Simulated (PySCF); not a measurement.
Energy of Ar(2+) (argon, charge +2) between two integer charges

The 3p beta orbital of [Ne] 3s2 3p4 is emptied in steps (occupation f), with all orbitals relaxed, ending at [Ne] 3s2 3p3. Calculation: PySCF 2.14, in jorge-DZP-DKH (7s4p1d, 24 functions); scalar relativity by spin-free X2C-1e. The exact energy is a straight line in f; departures are measured from the line between the end points of the same method.

| f | UHF (eV) | LDA (eV) | PBE (eV) | PBE0 (eV) | r2SCAN (eV) | LC-wPBE (eV) | BHandHLYP (eV) | wB97X (eV) | TPSS (eV) | HSE06 (eV) |
| --- | --- | --- | --- | --- | --- | --- | --- | --- | --- | --- |
| 1 | 0.000 | 0.000 | 0.000 | 0.000 | 0.000 | 0.000 | 0.000 | 0.000 | 0.000 | 0.000 |
| 0.9 | 0.085 | -0.610 | -0.594 | -0.427 | -0.551 | -0.159 | -0.269 | -0.196 | -0.574 | -0.465 |
| 0.7 | 0.195 | -1.424 | -1.381 | -0.993 | -1.275 | -0.367 | -0.630 | -0.456 | -1.333 | -1.081 |
| 0.5 | 0.227 | -1.695 | -1.638 | -1.175 | -1.502 | -0.428 | -0.753 | -0.540 | -1.578 | -1.281 |
| 0.3 | 0.187 | -1.421 | -1.367 | -0.980 | -1.247 | -0.350 | -0.636 | -0.453 | -1.314 | -1.069 |
| 0.1 | 0.079 | -0.607 | -0.581 | -0.415 | -0.526 | -0.145 | -0.275 | -0.195 | -0.557 | -0.454 |
| 0 | 0.000 | 0.000 | 0.000 | 0.000 | 0.000 | 0.000 | 0.000 | 0.000 | 0.000 | 0.000 |

```csv
method,E(f=0) − E(f=1) (eV),−ε at f=1 (eV),−ε at f=0.5 (eV)
UHF,39.286,40.244,39.264
LDA,40.782,34.009,40.790
PBE,40.656,34.056,40.698
PBE0,40.650,35.899,40.688
r2SCAN,40.605,34.459,40.687
LC-wPBE,40.834,39.055,40.881
BHandHLYP,40.601,37.615,40.584
wB97X,40.686,38.502,40.696
TPSS,40.730,34.344,40.787
HSE06,40.661,35.488,40.696
```

Orbital energy along the path (eV):

```csv
f,UHF,LDA,PBE,PBE0,r2SCAN,LC-wPBE,BHandHLYP,wB97X,TPSS,HSE06
1,-40.244,-34.009,-34.056,-35.899,-34.459,-39.055,-37.615,-38.502,-34.344,-35.488
0.9,-40.035,-35.357,-35.386,-36.861,-35.727,-39.429,-38.204,-38.945,-35.639,-36.534
0.7,-39.638,-38.069,-38.048,-38.783,-38.238,-40.166,-39.389,-39.828,-38.225,-38.622
0.5,-39.264,-40.790,-40.698,-40.688,-40.687,-40.881,-40.584,-40.696,-40.787,-40.696
0.3,-38.911,-43.505,-43.312,-42.560,-43.064,-41.551,-41.792,-41.546,-43.298,-42.736
0.1,-38.578,-46.192,-45.849,-44.369,-45.324,-42.152,-43.029,-42.409,-45.714,-44.721
0,-38.418,-47.516,-47.071,-45.237,-46.420,-42.411,-43.668,-42.880,-46.874,-45.683
```

Reference removal energy between the ground levels: 40.735 ± 0.012 eV (semi-empirical (NIST evaluation); NIST Atomic Spectra Database, ionization energies). The calculation has no spin-orbit coupling. UHF lacks correlation.
